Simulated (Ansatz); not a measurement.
```yaml
atoms:
  - { symbol: N, position_ang: [0.0000, 0.0000, -0.6424] }
  - { symbol: S, position_ang: [0.0000, 0.0000, 0.6424] }
```

Basis set: 6-31G (spherical functions). Frozen core: 6 orbitals. Correlation on ROHF uses semicanonical orbitals with singles. Charge 0, multiplicity 2.

Computed with Ansatz (development build ahead of 0.2.0); the reference of a correlated method needn't be the lowest determinant of its kind.

Question: Give the atomization energy at this shape (free ground-state atoms in the same class of orbitals less the molecule, no zero-point energy) of doublet NS by ROHF-CCSD(T), UHF-BCCD(T).

Answer:

| method | atomization energy |
| --- | --- |
| ROHF-CCSD(T) | -46.74 kcal/mol |
| UHF-BCCD(T) | -46.81 kcal/mol |

Caution: the molecule lies well above its atoms at this level; the reference determinant was not shown to be the lowest; the shape is not the minimum.

This basis has no polarisation functions and is too small for such energies, which can lie far from measured ones in either direction.
